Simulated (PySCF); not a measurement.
Vertical excitations of a molecule C₄H₁₂Sn from TDA-ωB97X/def2-SVPD (PySCF), as energy in eV (oscillator strength): 7.61 (0.170), 7.61 (0.170), 7.61 (0.170), 8.45 (0.000), 8.46 (0.000), 8.46 (0.000). Lowest triplet (TDA): 7.14 eV. Geometry optimised at PBE0-D3(BJ)/def2-SVP. The def2 effective core potentials stand for the cores of Sn; spin–orbit coupling is left out. The values are those of a single conformer.

Problem. Which structure fits?
A. C[CH2][SnH]([CH3])[CH3]
B. C[CH2][SnH2][CH2]C
C. C[C](C)(C)[SnH3]
D. [CH3][Sn]([CH3])([CH3])[CH3]

Solution. D, [CH3][Sn]([CH3])([CH3])[CH3]
